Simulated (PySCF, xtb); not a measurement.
AlGeH5O3, SMILES [OH][Al]([OH])[O][GeH3].

GFN2-xTB (xtb 6.7.1) at its own geometry gives an orbital gap of 4.63 eV and a dipole moment of 1.03 D.

Geometry optimised at ωB97X-D3(BJ)/def2-SVP. The structure was generated by enumeration; whether it is a known compound was not checked. The values are those of a single conformer.

Question: What does ωB97X/def2-TZVP run with PySCF give? (The exact figures need the calculation; the answer reports its results.)

Answer: gap 12.33 eV (levels -11.09 and 1.23 eV), dipole 2.53 D.
